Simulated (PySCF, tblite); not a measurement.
Species: C3H8N2OSi2.
Cartesian coordinates in Å at the GFN2-xTB level; atoms count from 1:
```xyz
16
C3H8N2OSi2 angstrom
C     -1.885   -0.567    1.823
N     -1.187    0.108    1.027
C     -1.428    0.081   -0.373
Si     0.094   -0.788   -1.196
Si     1.938    0.173   -0.179
O      1.474    0.902    1.188
C      2.643    1.486   -1.321
N      3.060    2.267   -2.048
H     -2.740   -1.177    1.520
H     -1.637   -0.547    2.874
H     -1.453    1.114   -0.724
H     -2.378   -0.403   -0.635
H     -0.069   -0.602   -2.641
H     -0.064   -2.223   -0.914
H      3.085   -0.679    0.142
H      0.539    0.866    1.444
```

Jobs on this species (16 atoms, 76 electrons) with PySCF (density fitting) and tblite. Hardware of each: one thread of an Arm Neoverse V2, shared host. The host was shared with other jobs, so the times are rough.

Problem. Rank these jobs by wall time, shortest first.
A. GFN2-xTB; L-BFGS relaxation
B. PBE0/def2-SVPD; 8 singlets by full TDDFT, 3 Tamm–Dancoff triplets, polarisability; 235 basis functions
C. PBE0/pcSseg-1; shieldings, charges and field gradients; 190 basis functions
D. GFN2-xTB; Hessian by finite differences

Solution. D (0.54 s), A (1.2 s), C (23 s), B (42 s).

All jobs:

```csv
level and settings,work,basis functions,SCF cycles,wall time
GFN2-xTB,Hessian by finite differences,–,–,0.54 s
GFN2-xTB,L-BFGS relaxation,–,–,1.2 s
PBE0/pcSseg-1,"shieldings, charges and field gradients",190,14,23 s
PBE0/def2-SVPD,"8 singlets by full TDDFT, 3 Tamm–Dancoff triplets, polarisability",235,15,42 s
```

Problem. What do all jobs in the table cost together?

Solution. About 67 s; the longest takes about 63 % of that, and about 78 times as long as the shortest.
